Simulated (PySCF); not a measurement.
FGeH₄N.

```xyz
7

Ge    -0.3335    -0.0533     0.0000
N      0.4954     1.5577     0.0000
F      0.8210    -1.3704     0.0000
H     -1.1241    -0.2145    -1.3003
H     -1.1241    -0.2145     1.3003
H      1.0311     1.7819     0.8255
H      1.0311     1.7819    -0.8255
```
Charge 0, spin multiplicity 1.

Geometry optimised at PBE0-D3(BJ)/def2-TZVP. The values are those of a single conformer.

Computed with PBE0/pcSseg-1 (PySCF). Non-relativistic, no solvent.

### Question
Give the absolute GIAO shielding of each atom: isotropic value and principal components (ppm). (An estimate is asked for; the answer gives what the named calculation found.)

### Answer

| atom | σ(iso) | σ11 | σ22 | σ33 | span |
|---|---|---|---|---|---|
| Ge1 | 1318.7 | 1203.0 | 1330.9 | 1422.2 | 219.2 |
| N2 | 233.7 | 207.1 | 232.4 | 261.5 | 54.4 |
| F3 | 355.1 | 293.6 | 360.5 | 411.3 | 117.7 |
| H4 | 26.0 | 19.6 | 21.4 | 37.1 | 17.5 |
| H5 | 26.0 | 19.6 | 21.4 | 37.1 | 17.5 |
| H6 | 30.3 | 23.3 | 25.8 | 41.8 | 18.5 |
| H7 | 30.3 | 23.3 | 25.8 | 41.8 | 18.5 |
